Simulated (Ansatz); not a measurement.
Complex (SMILES): F (HF) with C#N (CH-N), atoms 1 to 2 the first; geometry from B3LYP-D3(BJ)/def2-TZVP, monomers rigid:
```xyz
5

F      0.9503     0.5484    -0.1025
H      0.2877     0.3564     0.5335
C     -1.8028    -0.2520     2.5405
N     -0.9963    -0.0166     1.7661
H     -2.5562    -0.4720     3.2639
```

Interaction energy at CCSD(T) with Ansatz (a quantum-chemistry and plane-wave program), kcal/mol, without and with the counterpoise correction (monomers among the partner's ghost functions). Cartesian d functions, on some or all atoms, in 6-31G*, 6-31+G*; all else is spherical. Cores are frozen. No added dispersion term, no relativity. Reference, counterpoise-corrected: Hartree-Fock in aug-cc-pVQZ plus the correlation part extrapolated as X^-3 from aug-cc-pVTZ and aug-cc-pVQZ, -7.78.

```
basis              functions  uncorrected  counterpoise  counterpoise correction  mean of both
-----------------  ---------  -----------  ------------  -----------------------  ------------
pcseg-0                   31        -8.87         -6.55                     2.32         -7.71
6-31G                     31        -9.03         -6.86                     2.17         -7.94
6-31G*                    49        -7.00         -5.34                     1.66         -6.17
pcseg-1                   52        -7.68         -5.97                     1.71         -6.82
6-31+G*                   61        -7.65         -6.21                     1.44         -6.93
def2-SVPD                 79        -9.70         -7.23                     2.47         -8.46
6-311++G(2d,2p)          101        -7.97         -6.92                     1.06         -7.44
pcseg-2                  118        -7.69         -7.15                     0.53         -7.42
cc-pVTZ                  118        -7.74         -6.62                     1.12         -7.18
6-311++G(3df,3pd)        153        -8.40         -7.23                     1.17         -7.82
def2-QZVPP               231        -7.74         -7.42                     0.32         -7.58
aug-cc-pVQZ              332        -8.02         -7.65                     0.37         -7.83
```

The corrected value lies nearer the reference in 4 of 12 rows.
